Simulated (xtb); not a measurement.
Ta(OtBu)5 (C20H45O5Ta), SMILES CC(C)(C)[O][Ta]([O]C(C)(C)C)([O]C(C)(C)C)([O]C(C)(C)C)[O]C(C)(C)C, multiplicity 1. All values are semi-empirical tight-binding results from xtb (GFN2-xTB unless named), good for trends rather than for accurate numbers. Coordinates come from a GFN2-xTB optimisation. The multiplicity is an assumed one; other spin states were not compared. One conformer was computed; it need not be the lowest.

For metal compounds this method's bond lengths and energies can be far off.

Q: Estimate the properties. (An estimate is asked for; the answer gives what the named calculation found.)

A: 
The orbital gap comes out as 4.75 eV and the zero-point energy is 385.8 kcal/mol. The G − E(el) at 298.15 K (modified RRHO) is 343.5 kcal/mol.
